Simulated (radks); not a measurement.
Charge is removed step by step from the 3s1/2 level of Co3+, starting from [Ar] 3d6. Calculated with a radial shooting solver on a logarithmic mesh with Libxc functionals: Dirac Kohn-Sham, BLYP, spin-unpolarised, spherical densities, point nucleus; open shells are shared between the two j in proportion to 2j + 1.

removed (e) = 0: E - E(0) (eV) 0.000; eigenvalue (eV) -140.50; E minus straight line (eV) 0.000
removed (e) = 0.1: E - E(0) (eV) 14.161; eigenvalue (eV) -142.72; E minus straight line (eV) -1.025
removed (e) = 0.2: E - E(0) (eV) 28.544; eigenvalue (eV) -144.95; E minus straight line (eV) -1.827
removed (e) = 0.3: E - E(0) (eV) 43.151; eigenvalue (eV) -147.20; E minus straight line (eV) -2.404
removed (e) = 0.4: E - E(0) (eV) 57.985; eigenvalue (eV) -149.48; E minus straight line (eV) -2.756
removed (e) = 0.5: E - E(0) (eV) 73.048; eigenvalue (eV) -151.77; E minus straight line (eV) -2.878
removed (e) = 0.6: E - E(0) (eV) 88.341; eigenvalue (eV) -154.09; E minus straight line (eV) -2.771
removed (e) = 0.7: E - E(0) (eV) 103.87; eigenvalue (eV) -156.42; E minus straight line (eV) -2.431
removed (e) = 0.8: E - E(0) (eV) 119.63; eigenvalue (eV) -158.77; E minus straight line (eV) -1.857
removed (e) = 0.9: E - E(0) (eV) 135.62; eigenvalue (eV) -161.13; E minus straight line (eV) -1.047
removed (e) = 1: E - E(0) (eV) 151.85; eigenvalue (eV) -163.52; E minus straight line (eV) 0.000

Removing the whole electron costs 151.85 eV by Delta-SCF, against 140.50 eV from minus the eigenvalue at the starting occupation. Slater's transition state (half an electron removed) gives 151.77 eV. Integrating minus the eigenvalue over the occupation (Janak's theorem) gives 151.85 eV. The mean slope of the eigenvalue, de/dn, is 23.0 eV per electron.
